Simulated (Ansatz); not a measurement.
A geometry relaxed with PBE0-D3(BJ)/def2-TZVP in Ansatz (an electronic-structure program), charge 0, multiplicity 1:

```xyz
9

C     -2.0298     0.0549    -1.0261
C      2.2753     0.7190     0.5613
H      0.7778    -1.6088    -1.1527
C      0.4555    -0.6634    -0.7201
C     -0.7928    -0.2950    -0.8696
H      3.0203     1.2741     1.0798
C      1.4258     0.0998    -0.0224
H     -2.3426     0.6468    -1.8809
H     -2.7894    -0.2274    -0.3035
```

Question: Write the SMILES of this molecule.

Answer: `C#CC=C=C`
